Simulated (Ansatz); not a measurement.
GaH₆NSiTe, SMILES `N[SiH]([GaH2])[TeH]`, one more setting.

```yaml
crystal:
  periodic: [false, false, false]
  atoms:
    - {symbol: N, position_ang: [-1.678656, 1.160674, -0.361839]}
    - {symbol: Si, position_ang: [-0.513138, -0.065503, -0.556678]}
    - {symbol: Ga, position_ang: [0.473179, -1.256775, 1.228395]}
    - {symbol: Te, position_ang: [2.011313, 0.768995, -0.117650]}
    - {symbol: H, position_ang: [-1.825826, 1.884543, -1.046257]}
    - {symbol: H, position_ang: [-2.000949, 1.427825, 0.553209]}
    - {symbol: H, position_ang: [-0.434127, -0.395673, -2.002318]}
    - {symbol: H, position_ang: [0.232302, -0.626554, 2.641067]}
    - {symbol: H, position_ang: [1.162242, -2.625178, 0.939982]}
    - {symbol: H, position_ang: [2.573669, -0.272363, -1.277912]}
basis:
  gaussian: {orbitals: ANO-RCC-VTZP}
hamiltonian: {xc: {name: BLYP}}
scf: {lower_state_search: off}
output: {forces: true}
```

```sh
$ ansatz run in.yaml --threads 4 --pin off --events-out ev --progress --plain --max-ram 10444MiB
```

Output, abridged:

```
Functional definition: BLYP
1981 factors; their error is unknown
mean field evaluation 1: about -247244.3958 eV, gradient 8.3e1 eV
mean field evaluation 2: about -247161.9530 eV, gradient 1.6e2 eV
mean field evaluation 4: about -247255.6784 eV, gradient 2.3e1 eV
mean field evaluation 8: about -247256.8411 eV, gradient 5.0e-1 eV
mean field evaluation 16: about -247256.8089 eV, gradient 1.2e-3 eV
mean field -247256.80891945 eV, -9086.5201311052 hartree, gradient 3.8e-6 eV, S^2 0.000000; 0 other end points of the search recorded, 0 dependent functions left out
reference -247256.80938058 eV, -9086.5201480513 hartree; 55, 55 occupied and 204, 204 virtual orbitals, 1981 factors
Total energy: -247256.80938058 eV, -9086.5201480513 hartree
Relativity: scalar
Atom 0 at    -1.678656     1.160674    -0.361839 Å, force    -0.330877     0.142865    -0.012249 eV/Å
Atom 1 at    -0.513138    -0.065503    -0.556678 Å, force     0.131918    -0.584034    -0.121595 eV/Å
Atom 2 at     0.473179    -1.256775     1.228395 Å, force    -0.088994    -0.270683     0.249107 eV/Å
Atom 3 at     2.011313     0.768995    -0.117650 Å, force     0.427474     0.463969     0.156849 eV/Å
Atom 4 at    -1.825826     1.884543    -1.046257 Å, force    -0.094092     0.273190    -0.209941 eV/Å
Atom 5 at    -2.000949     1.427825     0.553209 Å, force    -0.132268     0.126802     0.284176 eV/Å
Atom 6 at    -0.434127    -0.395673    -2.002318 Å, force    -0.028340    -0.010029    -0.090635 eV/Å
Atom 7 at     0.232302    -0.626554     2.641067 Å, force     0.022526    -0.040852    -0.064933 eV/Å
Atom 8 at     1.162242    -2.625178     0.939982 Å, force    -0.038209     0.073197     0.027782 eV/Å
Atom 9 at     2.573669    -0.272363    -1.277912 Å, force     0.130861    -0.174425    -0.218562 eV/Å
Dipole moment:    -0.334557     0.345780    -0.184057 e Å
Checks for a lower state left out: stability, starts, cluster_reference, orbital_swaps, neighbouring_geometries, increment
```

It took 4.1 s on 4 threads of an Intel Xeon 6985P-C on a shared host, with 0.7 GiB of host memory at the peak.
